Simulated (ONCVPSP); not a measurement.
**xenon, ONCV: configuration errors across variants**

xenon (Xe), optimised norm-conserving Vanderbilt (ONCV), made with ONCVPSP 4.0.1 (PBE, scalar-relativistic). Core [Kr], reference 4d10 5s2 5p6. Waves: 5s: rc 1.45 bohr, ncon 4, nbas 7, qcut 4.4 1/bohr, 1 projector; 5p: rc 1.75 bohr, ncon 5, nbas 8, qcut 3.9 1/bohr, 2 projectors, debl 0.4 Ha; 4d: rc 1.30 bohr, ncon 4, nbas 8, qcut 10.4 1/bohr, 1 projector. Local part: polynomial inside 1.25 bohr (lpopt 5, dvloc0 0 Ha). Core correction: Teter function, fcfact 2.5, rcfact 1.55.

All-electron excitation energies from the reference (eV): (1) 4d10 5s2 5p5 12.537; (2) 4d10 5s2 5p4 34.288; (3) 4d10 5s2 5p3 66.011; (4) 4d10 5s2 5p2 108.327.

A true bound ghost makes a file unfit for plane-wave use even where its test errors are small: the radial tests pick states by their node count and pass the ghost by.

Errors AE − PS in meV (a dash: test not solved or not reliable):

| change | (1) | (2) | (3) | (4) | bound ghosts | GHOST(+) flags above zero |
| --- | --- | --- | --- | --- | --- | --- |
| base | -3.5 | -8.1 | -9.6 | 0.0 | s, p | p |
| p: debl 0.35 | -3.5 | -8.1 | -9.6 | 0.0 | s, p | p |
| p: debl 0.65 | -3.5 | -8.1 | -9.6 | +0.1 | s, p | none |
| p: debl 1 | -3.3 | -7.2 | -7.4 | +3.8 | s | p |
| p: debl 2.15 | -3.0 | -5.5 | -3.5 | +9.9 | s | p |
| p: debl 3.05 | -2.7 | -4.3 | -0.8 | +14 | s | p |
| p: debl 4.8 | -2.3 | -2.4 | +3.5 | +21 | s | p |

(1) Give the same row for: p: debl 1.35.

Answers

(1) -3.2, -6.6, -6.2, +5.7; bound ghosts: s; GHOST(+) flags above zero: p.
